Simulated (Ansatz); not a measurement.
Consider the redistribution: `[CH3][In]([NH2])[CH]=O` + `CCB(F)F` → `[CH3][In]([CH3])[NH2]` + `O=CCB(F)F`.

Isolated molecules relaxed with PBE0-D4/def2-TZVP in Ansatz; ΔE leaves out vibrations. CCSD(T)/CBS is the MP2 limit (def2-TZVPP, def2-QZVPP) plus CCSD(T) − MP2 in def2-TZVPP, frozen cores. Functionals use def2-TZVPP. B3LYP here is the variant with VWN-RPA as its local correlation; programs differ in this. def2 core potentials past Kr. For In outer-core shells are correlated without core-valence functions, which leaves a few kJ/mol of doubt a bond. Each species was taken in one conformer, which may not be the lowest.

`[CH3][In]([NH2])[CH]=O`:

Cartesian coordinates in Å:
```
C -0.703 1.390 1.310
In 0.014 -0.095 -0.057
N 1.509 0.408 -1.316
C -0.617 -2.207 -0.368
O -1.524 -2.711 0.239
H -0.352 2.377 1.009
H -0.334 1.174 2.314
H -1.793 1.386 1.338
H 1.923 -0.211 -1.993
H 1.945 1.315 -1.351
H -0.069 -2.827 -1.124
```

`CCB(F)F`:

Z-matrix (Å, degrees):
```
C
C 1 1.523
H 1 1.092 2 111.4
H 1 1.092 2 111.4 3 120.3
H 1 1.092 2 111.3 3 -119.4
B 2 1.558 1 115.9 3 59.9
H 2 1.098 1 111.0 3 -62.7
H 2 1.098 1 110.9 3 -177.7
F 6 1.324 2 121.4 1 -179.3
F 6 1.323 2 122.8 1 0.8
```

`[CH3][In]([CH3])[NH2]`:

Cartesian coordinates in Å:
```
C 1.010 -1.854 0.196
In 0.034 0.053 0.034
C -1.713 0.660 -1.060
N 0.910 1.534 1.094
H 1.316 -2.210 -0.789
H 0.332 -2.593 0.626
H 1.893 -1.776 0.832
H -2.609 0.239 -0.599
H -1.801 1.747 -1.062
H -1.667 0.305 -2.091
H 1.721 1.414 1.679
H 0.573 2.481 1.139
```

`O=CCB(F)F`:

Cartesian coordinates in Å:
```
O 1.963 -0.712 -0.959
C 1.306 -0.148 -0.130
C -0.104 -0.523 0.218
B -1.145 0.599 -0.119
F -0.841 1.878 -0.002
F -2.370 0.308 -0.505
H 1.720 0.715 0.433
H -0.372 -1.472 -0.248
H -0.158 -0.645 1.311
```

| level | ΔE (kcal/mol) | difference from CCSD(T)/CBS |
| --- | --- | --- |
| PBE-D4 | -9.2 | 1.6 |
| PBE0-D4 | -10.4 | 0.4 |
| B3LYP-D4 | -9.1 | 1.7 |
| ωB97M-V | -10.4 | 0.4 |
| PBE | -9.1 | 1.7 |
| r2SCAN | -10.3 | 0.5 |
| PBE0 | -10.3 | 0.5 |
| B3LYP | -9.0 | 1.8 |
| HF/def2-TZVPP | -10.2 | 0.6 |
| MP2/def2-TZVPP | -12.4 | -1.6 |
| SCS-MP2/def2-TZVPP | -11.1 | -0.3 |
| CCSD(T)/def2-TZVPP | -10.6 | 0.2 |
| MP2/def2-QZVPP | -12.5 | -1.7 |
| SCS-MP2/def2-QZVPP | -11.2 | -0.4 |
| MP2/CBS(def2) | -12.6 | -1.8 |
| CCSD/CBS(def2) | -10.9 | -0.1 |
| CCSD(T)/CBS | -10.8 | 0 |

Largest T1 diagnostic among the species: 0.016.

From PBE to PBE0 (25 % exact exchange), in def2-TZVPP and without D4, ΔE moves by −1.2 kcal/mol.
